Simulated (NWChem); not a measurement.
System: BO, doublet; SMILES [B]=O

Program: NWChem. Spin-unrestricted. No stability test was run on the SCF state. The level has its own optimisation; frequencies are unscaled.

Question: Estimate the computed values for PBE0/def2-SVP. Quantities: r B–O (Å); highest harmonic frequency (cm⁻¹); zero-point energy (kcal/mol).

Answer: 
```
Property                           Value
---------------------------------  -----
r B–O (Å)                          1.202
highest harmonic frequency (cm⁻¹)   1969
zero-point energy (kcal/mol)         2.8
```
